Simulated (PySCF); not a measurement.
AsBH4, SMILES B[AsH2]. Atoms are numbered in the order given.

```xyz
6

B     -1.6322    -0.0569     0.0000
As     0.3405     0.0617     0.0000
H      0.6826    -0.8691     1.1384
H      0.6826    -0.8691    -1.1384
H     -2.2207    -0.0065    -1.0354
H     -2.2207    -0.0065     1.0354
```
Charge 0, spin multiplicity 1.

Geometry: r2SCAN-D4/def2-TZVP.

The numbers are results of M06-2X/def2-TZVPD (PySCF), not measurements.

Symmetry labels are those of the subgroup Cs that the program uses (full group Cs).

Computed valence orbital energies around the gap with their symmetry:
```tsv
orbital	symmetry	energy (eV)
HOMO−7	A'	-49.89
HOMO−6	A'	-49.86
HOMO−5	A'	-19.47
HOMO−4	A'	-15.28
HOMO−3	A"	-12.38
HOMO−2	A"	-10.91
HOMO−1	A'	-10.51
HOMO	A'	-8.40
LUMO	A'	-1.06
LUMO+1	A'	0.21
LUMO+2	A'	1.12
LUMO+3	A"	1.23
```
